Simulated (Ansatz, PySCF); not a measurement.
This Ansatz (an electronic-structure program) input computes a r2SCAN/def2-TZVPD energy:

Ansatz 0.2 input:
```yaml
crystal:
  periodic: [false, false, false]
  atoms:
    - {symbol: F, position_ang: [-0.04514898, 1.56520838, 0.01877883]}
    - {symbol: C, position_ang: [-0.00856108, 0.29679236, 0.00356081]}
    - {symbol: Cl, position_ang: [1.45882399, -0.42502430, -0.00382508]}
    - {symbol: Cl, position_ang: [-1.43190004, -0.50836567, -0.00737341]}
basis:
  gaussian:
    orbitals: def2-TZVPD
hamiltonian:
  xc: {name: r2SCAN}
total_charge: 1
output: {forces: true}
```

### Question
Write an input for the same energy in PySCF and say what it gives.

### Answer

```python
from pyscf import gto, scf, dft

mol = gto.M(
    atom='''
    F    -0.04514898    1.56520838    0.01877883
    C    -0.00856108    0.29679236    0.00356081
    Cl    1.45882399   -0.42502430   -0.00382508
    Cl   -1.43190004   -0.50836567   -0.00737341
    ''',
    basis='def2-tzvpd',
    charge=1,
    spin=0,
    verbose=4,
)

mf = dft.RKS(mol, xc='r2scan').density_fit(auxbasis='def2-universal-jkfit')
mf.grids.level = 4
mf.conv_tol = 1e-9
mf.max_cycle = 100
mf.max_memory = 1500
mf.kernel()
if not mf.converged:
    mf = mf.newton()
    mf.kernel(mf.make_rdm1())
mf.analyze()
```
It gives -1057.95041 Eh, and Ansatz -1057.95040 Eh, a difference of 0.01 mEh.
